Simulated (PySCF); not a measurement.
C4H5FSi, SMILES C(/C=C\[SiH2]F)#C. Heavy atoms are numbered as in [CH:1]#[C:2]/[CH:3]=[CH:4]\[SiH2:5][F:6]. Hydrogens are named by the atom that carries them.

Geometry optimised at ωB97X-D3(BJ)/def2-SVP. The structure was generated by enumeration; whether it is a known compound was not checked. The values are those of a single conformer.

All values below come from PBE0/pcSseg-1 run with PySCF.

GIAO shieldings, no solvent; atoms alike by connectivity are averaged. δ = σ(ref) − σ: ¹³C against TMS (σ = 186.3 ppm); ²⁹Si against TMS (σ = 352.7 ppm); ¹⁹F against CFCl3 (σ = 167.2 ppm); ¹H against TMS (σ = 31.56 ppm), references at their B3LYP-D3(BJ)/def2-TZVP geometries, non-relativistic.

Computed chemical shifts:
```csv
nucleus,atoms,count,δ (ppm)
¹³C,C4 (CH),1,152.0
¹³C,C3 (CH),1,137.8
¹³C,C1 (CH),1,96.1
¹³C,C2,1,85.6
²⁹Si,Si5 (SiH2),1,-5.7
¹⁹F,F6,1,-231.4
¹H,H on C4,1,6.88
¹H,H on C3,1,6.66
¹H,H on Si5,2,5.73
¹H,H on C1,1,3.72
```
